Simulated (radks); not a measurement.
The numbers below are computed, except where a source is named.
Sc4+, configuration [He] 2s2 2p5.5 3s2 3p5 4p0.5 (fractional occupations, a model configuration).

Code: a radial shooting solver on a logarithmic mesh with Libxc functionals. Model: Dirac Kohn-Sham, PBE, spin-unpolarised, spherical densities, finite nucleus; open shells fill j = l - 1/2 first; Fermi nuclear charge, rms radius 3.5459 fm.

Energy parts (eV):
total: -20461.226
kinetic: 20648.622
electron-nucleus: -47526.441
Hartree: 7407.484
exchange-correlation: -990.891

Orbitals (lengths in bohr, moments of r in powers of bohr; <r^-3> diverges for s and p1/2):
orbital	occ.	eigenvalue (eV)	<r^-3>
1s1/2	2	-4486.698	-
2s1/2	2	-551.9875	-
2p1/2	2	-471.0581	-
2p3/2	3.5	-466.2927	225.3
3s1/2	2	-112.7728	-
3p1/2	2	-90.6417	-
3p3/2	3	-90.0047	30.29
4p1/2	0.5	-32.2237	-
4p3/2	0	-32.0990	5.940

The highest occupied level is 4p1/2 at -32.224 eV. Summed over all electrons, <r^2> = 13.63 bohr^2, which gives a Langevin (diamagnetic) susceptibility term of -10.8 x 10^-6 cm^3/mol.
